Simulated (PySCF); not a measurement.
Vertical excitations of a molecule C₃H₅BF₂ from TDA-PBE0/def2-SVPD run with PySCF 2.14.0, as energy in eV (oscillator strength): 6.60 (0.001), 6.66 (0.349), 7.33 (0.014), 7.60 (0.001), 8.21 (0.000), 8.43 (0.029), 8.64 (0.000), 8.87 (0.188), 8.98 (0.048), 9.29 (0.001). Lowest triplet (TDA): 3.70 eV. Geometry: B3LYP-D3(BJ)/def2-SVP. One conformer was computed; it need not be the lowest.

### Question
Pick the molecule that these values belong to.
(A) FB(F)C1CC1
(B) C=CB(F)CF
(C) C=C(C)B(F)F
(D) C/C=C/B(F)F

### Answer
C, C=C(C)B(F)F
